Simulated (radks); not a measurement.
Effect of the nuclear size on the chlorine ion Cl2+, [Ne] 3s2 3p3. Calculated with a radial shooting solver on a logarithmic mesh with Libxc functionals: Dirac Kohn-Sham, PBE, spin-unpolarised, spherical densities, finite nucleus; open shells are shared between the two j in proportion to 2j + 1; Fermi nuclear charge, rms radius 3.3654 fm. The rms radius is varied about that value; shifts are against it.

| rms radius (fm) | total energy shift (eV) | density at nucleus (e/bohr^3) | 1s1/2 shift (meV) | 2s1/2 shift (meV) |
|---|---|---|---|---|
| 2.8505 | -0.00397 | 3609 | -1.67 | -0.121 |
| 3.1332 | -0.00187 | 3603 | -0.785 | -0.057 |
| 3.3654 | 0 | 3598 | 0.000 | 0.000 |
| 3.5135 | 0.00126 | 3595 | 0.529 | 0.038 |
| 4.0721 | 0.00650 | 3585 | 2.73 | 0.198 |

Slopes of the eigenvalues against <r^2> in GHz/fm^2, as finite differences over the two radii next to the reference (eigenvalue slopes, not the field-shift constants of lines): 1s1/2 126, 2s1/2 9.13.
